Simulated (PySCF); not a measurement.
## UHF on Kr²⁺ (krypton, charge +2)

Configuration: [Ar] 3d10 4s2 4p4, high-spin 3P determinant. All numbers are calculated (PySCF 2.14, the non-relativistic Hamiltonian (point nucleus), in pcseg-2).

* Total energy: -2750.688438 hartree
* One-electron energy: -3798.8660 hartree
* Hartree (Coulomb) energy: 1141.4215 hartree
* Exchange energy: -93.2439 hartree
* Kinetic energy: 2753.83973 hartree
* ⟨S²⟩: 2.0082
* ⟨L²⟩: 2.031
* Sum of ⟨r⟩: 21.38 bohr
* Sum of ⟨r²⟩: 26.26 bohr²
* Traceless quadrupole moment −½Σ⟨3z² − r²⟩ along its main axis: -1.39 e·bohr²
* Density at the nucleus (Gaussians lack the cusp): 31900 bohr⁻³
* Spin density at the nucleus: -0.0139 bohr⁻³
* Langevin diamagnetic susceptibility: -20.8 ×10⁻⁶ cm³/mol
* Time after the integrals: 0.26 s of wall time on 1 thread of Neoverse-N1 (shared host)

```json
{"shell": "1s α", "electrons": "1", "mean orbital energy (hartree)": "-521.00733", "spread (hartree)": "0", "rms radius, mean of both spins (bohr)": "0.0491"}
{"shell": "1s β", "electrons": "1", "mean orbital energy (hartree)": "-520.99448", "spread (hartree)": "0", "rms radius, mean of both spins (bohr)": "0.0491"}
{"shell": "2s α", "electrons": "1", "mean orbital energy (hartree)": "-70.76704", "spread (hartree)": "0", "rms radius, mean of both spins (bohr)": "0.203"}
{"shell": "2s β", "electrons": "1", "mean orbital energy (hartree)": "-70.75980", "spread (hartree)": "0", "rms radius, mean of both spins (bohr)": "0.203"}
{"shell": "2p α", "electrons": "3", "mean orbital energy (hartree)": "-63.87787", "spread (hartree)": "0.01098", "rms radius, mean of both spins (bohr)": "0.179"}
{"shell": "2p β", "electrons": "3", "mean orbital energy (hartree)": "-63.86345", "spread (hartree)": "0.00463", "rms radius, mean of both spins (bohr)": "0.179"}
{"shell": "3s α", "electrons": "1", "mean orbital energy (hartree)": "-11.77593", "spread (hartree)": "0", "rms radius, mean of both spins (bohr)": "0.576"}
{"shell": "3s β", "electrons": "1", "mean orbital energy (hartree)": "-11.75257", "spread (hartree)": "0", "rms radius, mean of both spins (bohr)": "0.576"}
{"shell": "3p α", "electrons": "3", "mean orbital energy (hartree)": "-9.25985", "spread (hartree)": "0.03213", "rms radius, mean of both spins (bohr)": "0.586"}
{"shell": "3p β", "electrons": "3", "mean orbital energy (hartree)": "-9.22825", "spread (hartree)": "0.00555", "rms radius, mean of both spins (bohr)": "0.586"}
{"shell": "3d α", "electrons": "5", "mean orbital energy (hartree)": "-4.74898", "spread (hartree)": "0.02980", "rms radius, mean of both spins (bohr)": "0.608"}
{"shell": "3d β", "electrons": "5", "mean orbital energy (hartree)": "-4.73315", "spread (hartree)": "0.01563", "rms radius, mean of both spins (bohr)": "0.608"}
{"shell": "4s α", "electrons": "1", "mean orbital energy (hartree)": "-2.07045", "spread (hartree)": "0", "rms radius, mean of both spins (bohr)": "1.66"}
{"shell": "4s β", "electrons": "1", "mean orbital energy (hartree)": "-1.82142", "spread (hartree)": "0", "rms radius, mean of both spins (bohr)": "1.66"}
{"shell": "4p α", "electrons": "3", "mean orbital energy (hartree)": "-1.39074", "spread (hartree)": "0.08035", "rms radius, mean of both spins (bohr)": "1.87"}
{"shell": "4p β", "electrons": "1", "mean orbital energy (hartree)": "-1.29066", "spread (hartree)": "0", "rms radius, mean of both spins (bohr)": "1.87"}
```
